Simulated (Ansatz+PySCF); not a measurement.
The numbers below are computed, except where a source is named.
Input for Ansatz (development build ahead of 0.2.0):

```yaml
crystal:
  periodic: [false, false, false]
  atoms:
    - { symbol: C, position_ang: [0.0, 0.0, -1.81427] }
    - { symbol: I, position_ang: [0.0, 0.0, 0.32719] }
    - { symbol: H, position_ang: [0.0, -1.04198, -2.15173] }
    - { symbol: H, position_ang: [-0.90238, 0.52099, -2.15173] }
    - { symbol: H, position_ang: [0.90238, 0.52099, -2.15173] }
basis:
  gaussian: { orbitals: def2-SVP }
hamiltonian:
  xc: pbe0
scf:
  omitted_lower_state_checks: [stability, starts, atomic_configurations, cluster_reference, orbital_swaps, given_window_search, neighbouring_geometries, increment]
output:
  forces: true
```

The input is written out in the form of the current development build from the run's settings. The basis set brings a core potential for I, so the total leaves out those core electrons.

The run gave:

```
Converged                       : yes
Total energy                    : -337.53877 hartree
Spin squared of the determinant : 0.000
```

Forces (eV/Å):
```csv
atom,Fx,Fy,Fz
C1,0.000,0.000,-0.001
I2,0.000,0.000,0.000
H3,0.000,0.001,0.001
H4,0.001,-0.001,0.001
H5,-0.001,-0.001,0.001
```
